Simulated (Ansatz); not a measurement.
A structure relaxed at PBE-D4/def2-SVP in Ansatz, charge 0, doublet:

```xyz
6

Au   -2.1395   -0.3290    0.5494
Sn    1.8211    0.3916   -1.1212
Sn    1.6083   -0.1176    1.7139
Sn   -0.8708    0.2465   -1.9891
Sn   -0.0010   -1.9986    0.0970
Sn   -0.4181    1.8071    0.7499
```

(1) Give its formula and point group.

(2) Summarise the bond lengths by kind (pairs closer than 1.2 times the sum of covalent radii, bridged metal pairs left out).

## Answers

(1) Sn₅Au. Point group Cs (tolerance 0.1 Å).

(2) 8 × Sn–Sn 2.83 to 3.24 Å; 3 × Au–Sn 2.75 to 2.90 Å. The metal has 3 neighbours: Sn 2.90 Å, Sn 2.75 Å, Sn 2.75 Å.

In the def2 sets Au, Sn take a core potential; there is no spin–orbit coupling. The structure comes from a short search, and lower isomers may exist.
